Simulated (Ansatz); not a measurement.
A run for Ansatz (an electronic-structure program): U-B3LYP-D3(BJ)/def2-TZVP on OH (SMILES [OH]).

Ansatz 0.2 input:
```yaml
crystal:
  periodic: [false, false, false]
  atoms:
    - {symbol: O, position_ang: [0.00000000, 0.00000000, 0.48950000]}
    - {symbol: H, position_ang: [0.00000000, 0.00000000, -0.48950000]}
basis:
  gaussian:
    orbitals: def2-TZVP
hamiltonian:
  xc: b3lyp
  dispersion: d3bj
magnetization: {spin_polarized: true, initial_magnetization: 1}
relax: {f_tol: 0.004, max_steps: 120}
```

It printed:

```
WARN ansatz: RAYON_NUM_THREADS=1 ignored (pool sized by the plan → 1); use --threads N
Functional definition: B3LYP
integrals: 0.00 GiB planned
195 factors; their error is unknown
mean field: 0.07 GiB planned
mean field evaluation 1: about -2060.4294 eV, gradient 2.0e1 eV
mean field evaluation 2: about -2059.5044 eV, gradient 2.6e1 eV
mean field evaluation 4: about -2061.7543 eV, gradient 5.2e-2 eV
mean field evaluation 8: about -2061.7558 eV, gradient 3.0e-3 eV
mean field -2061.75582846 eV, -75.7681291877 hartree, gradient 2.7e-5 eV, S^2 0.752372; 0 other end points of the search recorded, 0 dependent functions left out
the calculation of the forces begins
reference -2061.75595127 eV, -75.7681337009 hartree; 5, 4 occupied and 32, 33 virtual orbitals, 195 factors
relax step   1: F+E_penalty+E_count = -2061.76251695 eV  Δ(F+E_penalty+E_count) = +0.000e0 eV  max|allowed force component| = 1.066e-1 eV/Å  Δτ_max = 0.0000 Å  (24 SCF iters, accepted)
these checks for a lower state are left out or cut short: starts, cluster_reference, orbital_swaps, neighbouring_geometries, increment
integrals: 0.00 GiB planned
195 factors; their error is unknown
mean field: 0.07 GiB planned
mean field evaluation 16: about -2061.7559 eV, gradient 1.5e-1 eV
mean field -2061.75594107 eV, -75.7681333259 hartree, gradient 6.5e-6 eV, S^2 0.752367; 0 other end points of the search recorded, 0 dependent functions left out
the calculation of the forces begins
reference -2061.75606373 eV, -75.7681378338 hartree; 5, 4 occupied and 32, 33 virtual orbitals, 195 factors
relax step   2: F+E_penalty+E_count = -2061.76262938 eV  Δ(F+E_penalty+E_count) = -1.124e-4 eV  max|allowed force component| = 2.950e-2 eV/Å  Δτ_max = 0.0008 Å  (32 SCF iters, accepted)
these checks for a lower state are left out or cut short: starts, cluster_reference, orbital_swaps, neighbouring_geometries, increment
integrals: 0.00 GiB planned
195 factors; their error is unknown
mean field: 0.07 GiB planned
mean field -2061.75595038 eV, -75.7681336681 hartree, gradient 6.5e-6 eV, S^2 0.752364; 0 other end points of the search recorded, 0 dependent functions left out
the calculation of the forces begins
reference -2061.75607299 eV, -75.7681381740 hartree; 5, 4 occupied and 32, 33 virtual orbitals, 195 factors
relax step   3: F+E_penalty+E_count = -2061.76263862 eV  Δ(F+E_penalty+E_count) = -9.245e-6 eV  max|allowed force component| = 1.594e-4 eV/Å  Δτ_max = 0.0003 Å  (32 SCF iters, accepted)
integrals: 0.00 GiB planned
195 factors; their error is unknown
mean field: 0.07 GiB planned
mean field evaluation 32: about -2061.7559 eV, gradient 1.5e-1 eV
mean field -2061.75595038 eV, -75.7681336681 hartree, gradient 6.5e-6 eV, S^2 0.752364; 1 other end points of the search recorded, 0 dependent functions left out
the calculation of the forces begins
reference -2061.75607299 eV, -75.7681381740 hartree; 5, 4 occupied and 32, 33 virtual orbitals, 195 factors
Total energy: -2061.76276124 eV, -75.7683839624 hartree
Atom 0 at     0.000000     0.000000     0.488360 Å, force     0.000000    -0.000000     0.000159 eV/Å
Atom 1 at    -0.000000    -0.000000    -0.488360 Å, force    -0.000000     0.000000    -0.000159 eV/Å
Dipole moment:    -0.000000    -0.000000    -0.368444 e Å
```

Self-consistency was reached.

Cost: about 1.3 core-seconds (a rough figure).
